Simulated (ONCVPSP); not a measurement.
molybdenum ONCV: all-electron and pseudo phase curves

```json
{
 "Element": "Mo (Z = 42)",
 "Generator": "ONCVPSP 4.0.1",
 "Type": "optimised norm-conserving Vanderbilt (ONCV)",
 "Functional": "LDA (Perdew-Zunger)",
 "Relativity": "scalar-relativistic",
 "Frozen core": "[Ar] 3d10",
 "Valence charge": "14",
 "Reference configuration": "4s2 4p6 4d5 5s1",
 "Partial waves": "4s+5s: rc 1.75 bohr, ncon 4, nbas 7, qcut 5.9 1/bohr, 2 projectors; 4p: rc 1.15 bohr, ncon 4, nbas 7, qcut 8.2 1/bohr, 2 projectors, debl 3.6 Ha; 4d: rc 2.55 bohr, ncon 4, nbas 8, qcut 6.3 1/bohr, 3 projectors, debl 2.7 Ha",
 "Local potential": "polynomial inside 1.10 bohr (lpopt 5, dvloc0 0 Ha)",
 "Core correction": "none"
}
```

The phase is arctan(r·R′/R) of the radial function R(r), unwrapped; energies in Ha, scanned from -4 to 5 Ha. A pole is an energy at which the radial function vanishes at the test radius. The pseudo phase is shifted by a multiple of π to meet the all-electron one at the reference energy, and phase errors are pseudo minus all-electron; the curves can meet again beyond the range given. Levels narrower than the energy grid can be missing from the lists of poles.

Task: For each channel, where are the poles, and over which energies does the pseudopotential scatter like the atom?

Result:

```csv
channel,radius (bohr),reference energy (Ha),"poles, all-electron","poles, pseudo",unbroken range about the reference energy with phases within 0.05 rad,phase error 1 Ha above the reference energy (rad)
s,1.77,-0.16,-1.94,"-1.94, 4.16",below 3.8,-0.002
p,1.17,-1.42,3.70,3.70,the whole range,-0.000
d,2.58,-0.14,"0.13, 3.18","0.13, 3.18",the whole range,-0.000
```

Note: no bound ghost flagged; GHOST(+) flagged for s at 123.1 eV.

Phases in the d channel:

| E (Ha) | all-electron | pseudo |
| --- | --- | --- |
| -3.98 | 1.411 | 1.411 |
| -3.74 | 1.405 | 1.405 |
| -3.50 | 1.398 | 1.398 |
| -3.26 | 1.391 | 1.391 |
| -3.02 | 1.382 | 1.382 |
| -2.78 | 1.372 | 1.372 |
| -2.54 | 1.361 | 1.360 |
| -2.30 | 1.347 | 1.347 |
| -2.06 | 1.330 | 1.330 |
| -1.82 | 1.309 | 1.309 |
| -1.58 | 1.282 | 1.282 |
| -1.34 | 1.244 | 1.244 |
| -1.10 | 1.188 | 1.188 |
| -0.86 | 1.091 | 1.091 |
| -0.62 | 0.873 | 0.873 |
| -0.38 | 0.083 | 0.083 |
| -0.14 | -1.169 | -1.169 |
| 0.10 | -1.542 | -1.542 |
| 0.34 | -1.716 | -1.716 |
| 0.58 | -1.871 | -1.872 |
| 0.82 | -2.100 | -2.100 |
| 1.06 | -2.605 | -2.606 |
| 1.30 | -3.564 | -3.565 |
| 1.54 | -4.143 | -4.143 |
| 1.78 | -4.376 | -4.376 |
| 2.02 | -4.494 | -4.494 |
| 2.26 | -4.566 | -4.566 |
| 2.50 | -4.617 | -4.617 |
| 2.74 | -4.656 | -4.656 |
| 2.98 | -4.688 | -4.688 |
| 3.22 | -4.718 | -4.718 |
| 3.46 | -4.746 | -4.746 |
| 3.70 | -4.775 | -4.775 |
| 3.94 | -4.809 | -4.809 |
| 4.18 | -4.851 | -4.851 |
| 4.42 | -4.909 | -4.909 |
| 4.66 | -5.006 | -5.006 |
| 4.90 | -5.207 | -5.207 |
